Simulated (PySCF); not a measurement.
Job for PySCF: R-B3LYP/3-21G on CH5FGe (SMILES [CH3][GeH2][F]), a point of a torsion scan.

```python
from pyscf import gto, scf, dft, mp
from pyscf.data.elements import chemcore

mol = gto.M(
    atom='''
    C     1.06908601    0.08066269   -0.06840914
    Ge   -0.89518748   -0.05111922   -0.03243719
    F    -1.27143021   -0.70498226    1.54979757
    H     1.48855124   -0.52015556   -0.87076519
    H     1.46070388   -0.28291873    0.87822293
    H     1.39134899    1.10940150   -0.20433565
    H    -1.67136606    1.23759933   -0.01514045
    H    -1.53323379   -1.07115689   -0.93585774
    ''',
    basis='3-21g',
    charge=0, spin=0, verbose=3, max_memory=1800)
mf = dft.RKS(mol, xc='b3lyp')
mf.conv_tol = 1e-8
mf.max_cycle = 100
mf.kernel()
if not mf.converged:
    mf = mf.newton().run(mf.mo_coeff, mf.mo_occ)
```

The log:

```
converged SCF energy = -2207.22470168995
```

Self-consistency was reached.

Cost: around 5 core-seconds (rough).
